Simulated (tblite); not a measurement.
Compound: C7H15Al.
Geometry (GFN2-xTB, Å), atoms numbered from 1 in this order:
```xyz
23
C7H15Al angstrom
C     -3.4569    0.4546   -0.5385
C     -2.1212   -0.2757   -0.5827
C     -1.1713    0.1758    0.5237
C      0.2010   -0.4835    0.3498
C      1.2804    0.1266    1.2697
C      2.6812   -0.3245    0.8242
C      2.9810    0.1441   -0.6201
Al     1.1731   -0.2149   -1.3954
H     -3.3115    1.5255   -0.6658
H     -3.9475    0.2889    0.4188
H     -4.1169    0.1027   -1.3280
H     -2.2879   -1.3524   -0.4980
H     -1.6261   -0.0915   -1.5478
H     -1.6021   -0.0638    1.5021
H     -1.0608    1.2634    0.4725
H      0.0924   -1.5423    0.6374
H      1.1191   -0.1480    2.3166
H      1.2316    1.2186    1.2045
H      3.4282    0.0559    1.5269
H      2.7177   -1.4178    0.8649
H      3.8616   -0.3813   -1.0052
H      3.2631    1.2062   -0.5950
H      0.6670   -0.2393   -2.8516
```

Level: GFN2-xTB in tblite, geometry and Hessian alike; calculated harmonic values, unscaled, isolated species. Errors from tens to a few hundred cm⁻¹ against measured bands are possible. Modes of hydrogen on aluminium can be 10 to 20 % off. One conformer, not necessarily the lowest.

Harmonic wavenumbers (cm⁻¹): 58.9, 71.1, 97.5, 122.7, 196.3, 229.7, 242.6, 275.4, 334.7, 376.1, 411.4, 469.6, 513.4, 567.1, 574.7, 660.2, 787.8, 854.9, 885.3, 899.6, 923.6, 945.5, 999.3, 1024.9, 1034.0, 1065.6, 1090.3, 1100.8, 1117.1, 1136.3, 1186.7, 1217.9, 1239.7, 1253.7, 1266.2, 1276.5, 1305.9, 1328.9, 1331.3, 1358.1, 1414.6, 1456.9, 1479.0, 1487.7, 1494.2, 1501.9, 1504.3, 1507.0, 1805.8, 2828.5, 2872.6, 2875.1, 2918.6, 2920.8, 2922.8, 2928.8, 2937.9, 2945.3, 2948.7, 2967.4, 3025.8, 3030.1, 3036.9.

A = 3613, B = 867.8, C = 742.8 MHz; mass 126.099 u (most abundant isotopes); point group C1, symmetry number 1.

Zero-point energy?

Half the sum of the wavenumbers: 43321 cm⁻¹ = 518.23 kJ/mol.

What is S at 200 K and 1 bar for an ideal gas of classical rigid rotors and harmonic oscillators?

Translation 160.88, rotation 117.67, vibration 82.11: S = 360.7 J/(mol K).

And Cp and H(200 K) − H(0)?

Cp = 124.99 J/(mol K), of which vibrations give 91.73 (their classical limit is 63 R = 523.8); H(200 K) − H(0) = 15.82 kJ/mol without the zero-point energy, 9.17 from vibrations.

How do the functions run with temperature in this model?

```tsv
T (K)	S (J/(mol K))	Cp (J/(mol K))	H − H(0) (kJ/mol)	G − H(0) (kJ/mol)	ln q(vib)
150	328.0	103.3	10.11	-39.09	2.99
250	391.0	148.0	22.63	-75.11	5.74
298.15	419.1	171.7	30.33	-94.62	7.07
400	476.7	222.3	50.41	-140.25	9.90
600	583.3	305.1	103.59	-246.41	15.50
900	723.9	387.3	208.45	-443.09	23.69
```

q(vib) and H(0) count from the zero-point level.

What must be added to the electronic energy to get the Gibbs energy at 200 K and 1 bar?

ZPE + [H(200 K) − H(0)] − T·S = 518.23 + 15.82 − 72.13 = 461.92 kJ/mol.

Blend soft modes into free rotors: weight 1/[1 + (100 cm⁻¹/ν̃)⁴] for the oscillator and the rest for a rotor with moment μB/(μ + B), μ = h/(8π²ν), B = 10⁻⁴⁴ kg m². What vibrational entropy results?

77.29 J/(mol K) in place of 82.11, which changes −T·S at 200 K by +0.96 kJ/mol.

Which modes carry the vibrational entropy at 200 K?

58.9 cm⁻¹: 15.52; 71.1 cm⁻¹: 13.98; 97.5 cm⁻¹: 11.43; 122.7 cm⁻¹: 9.62; 196.3 cm⁻¹: 6.10; 229.7 cm⁻¹: 5.02 J/(mol K); the other 57 give 20.44 together.

Hindered rotation and anharmonicity are outside this model. Other conformers, if any are populated, would add a mixing term that is left out. The structure is chiral; the term R ln 2 for an equal mix with its mirror image is left out.
